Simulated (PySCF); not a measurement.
Calculation: r2SCAN-D4/def2-TZVP in PySCF. Isolated molecules, 0 K electronic values unless said otherwise. One relaxed conformer stands for a flexible species; it need not be the lowest. Excitations are Tamm–Dancoff values on a coarser integration grid. The basis has no diffuse functions, so Rydberg states are missing or too high.

Reference species (SMILES): `BrB(Br)Br` (neutral, multiplicity 1).

The T1 excitation (TDA) is 4.49 eV and the S1 oscillator strength is 0.000.

Changed species: `BrB(Br)S` (H–S–B–Br torsion 0°) (1 of 3 Br replaced by SH; the reference has 0 of 3 Br replaced by SH).

What does the change do to the T1 excitation (TDA) and S1 oscillator strength?

the T1 excitation (TDA) goes up by 0.09 eV, to 4.58 eV; the S1 oscillator strength hardly moves.
